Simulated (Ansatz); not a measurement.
FH₈N₃OSi₂ (`N[Si@H](F)N[Si@@H](N)O`). The species carries charge 0 and has multiplicity 1. The geometry is a stationary point of PBE0-D4/def2-TZVP. It is one conformer, not always the lowest.

```xyz
15

N     0.882   -2.499   -0.122
Si    0.350   -0.939   -0.598
O    -1.041   -1.120   -1.462
N     0.177   -0.053    0.869
Si   -0.070    1.628    1.036
N    -0.791    2.178   -0.394
F     1.276    2.478    1.200
H     0.923   -3.229   -0.815
H     1.652   -2.583    0.524
H     1.207   -0.172   -1.525
H    -1.714   -1.673   -1.060
H     0.061   -0.607    1.706
H    -0.788    1.862    2.311
H    -1.418    1.610   -0.937
H    -0.706    3.119   -0.734
```

Problem. What is the dipole moment at ωB97M-V/def2-TZVPP? (Best estimate.)

Solution. Computed: 2.66 D, with components (-1.14, -2.40, 0.15) D in this frame, pointing from negative to positive charge.

Problem. And with PBE, r2SCAN, B3LYP? (An estimate is asked.)

Solution. Ansatz gave: PBE 2.62 D, r2SCAN 2.66 D, B3LYP 2.65 D.

Problem. Give the Mulliken charges with ωB97M-V, B3LYP, r2SCAN in def2-TZVPP. (An estimate is asked.)

Solution. Computed: 
| atom | ωB97M-V | B3LYP | r2SCAN |
| --- | --- | --- | --- |
| N1 | -0.38 | -0.42 | -0.46 |
| Si2 | 0.55 | 0.60 | 0.63 |
| O3 | -0.40 | -0.41 | -0.43 |
| N4 | -0.35 | -0.34 | -0.40 |
| Si5 | 0.64 | 0.67 | 0.71 |
| N6 | -0.36 | -0.39 | -0.44 |
| F7 | -0.32 | -0.34 | -0.33 |
| H8 | 0.12 | 0.14 | 0.16 |
| H9 | 0.12 | 0.14 | 0.15 |
| H10 | -0.06 | -0.11 | -0.11 |
| H11 | 0.18 | 0.19 | 0.20 |
| H12 | 0.10 | 0.12 | 0.14 |
| H13 | -0.08 | -0.13 | -0.13 |
| H14 | 0.13 | 0.14 | 0.16 |
| H15 | 0.12 | 0.14 | 0.16 |

B3LYP here is the variant with VWN-RPA as its local correlation; programs differ in this.
